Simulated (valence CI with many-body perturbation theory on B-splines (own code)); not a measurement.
**Ta60+ in brief**

Level of theory: valence CI with perturbative core correlation (CI+MBPT): three valence electrons over a frozen Dirac-Fock core [Ne], radial functions for each j: 11 s, 11 p, 10 d, 8 f, 5 g, 2 h, with the one-electron correlation potential Σ1, the two-electron term Σ2, the three-electron term Σ3, Breit, model QED; selected CI, second order for the rest, scaled by the run's own slope (own B-spline code, finite nucleus).

No measured spectrum was set against this ion. As an estimate, large intervals hold to a few tenths of a per cent, small ones and those within an open d or f shell to about a per cent.

Levels are named by their leading jj configuration (3d3/2^4 stands for four electrons in 3d with j = 3/2), which in mixed levels can hold well under half, so a name can repeat and another be missing.

Rates and lifetimes use the calculated energies. Strong lines usually hold to 10 to 20 %, long lifetimes can be off by a factor of two.

Problem. What is the ground level?

Solution. (3s^2 3p1/2) J=1/2, composition 100 % 3s2 3p 2P°, g = 0.648.

Problem. Name the longest-lived excited levels whose lifetime is computed, and their main decay.

Solution. (3s 3p3/2 3d5/2) J=9/2 at 1097.8 eV lives 5.69 ns, mostly by M1 to (3s 3p1/2 3d5/2) J=7/2; (3s^2 3p3/2) J=3/2 at 340.7 eV lives 2.50 ns, mostly by E1 to (3s 3p1/2^2) J=1/2.

Problem. How well does LS coupling describe the low levels?

Solution. Among the lowest 20 levels the leading LS term, summed over configurations, holds 63 % on average. For single configurations the figures are 61 % in LS and 92 % in jj coupling. Terms mix most in the J = 3/2 level at 732.1 eV, where the leading one holds 33 %.

Problem. What is the ionisation energy?

Solution. 6503.2 eV; NIST lists 6502 ± 10 eV (theoretical).

Problem. Among levels below 3172.5 eV, which E1 lines absorb most strongly from the ground level?

Solution. to (3s^2 3d3/2) J=3/2 at 2.174 nm, f = 0.462; to (3s 3p1/2 4p1/2) J=3/2 at 0.3960 nm, f = 0.220; to (3s 3p1/2 3p3/2) J=1/2 at 2.369 nm, f = 0.208.
